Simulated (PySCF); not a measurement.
Se(H)(SeH) (H₂Se₂), SMILES [SeH][SeH].

Coordinates come from a PBE0-D3(BJ)/def2-TZVP optimisation.

The numbers are results of CAM-B3LYP/def2-TZVPD run with PySCF, not measurements.

Symmetry labels are those of the subgroup C2 that the program uses (full group C2).

Question: List the valence orbital energies around the gap with their symmetry. (An estimate is asked for; the answer gives what the named calculation found.)

Answer: 
| orbital | symmetry | energy (eV) |
|---|---|---|
| HOMO−7 | B | -59.86 |
| HOMO−6 | A | -23.02 |
| HOMO−5 | B | -19.96 |
| HOMO−4 | A | -13.16 |
| HOMO−3 | B | -12.34 |
| HOMO−2 | A | -10.74 |
| HOMO−1 | B | -8.53 |
| HOMO | A | -8.51 |
| LUMO | B | -0.82 |
| LUMO+1 | A | 0.35 |
| LUMO+2 | B | 0.84 |
| LUMO+3 | B | 1.26 |
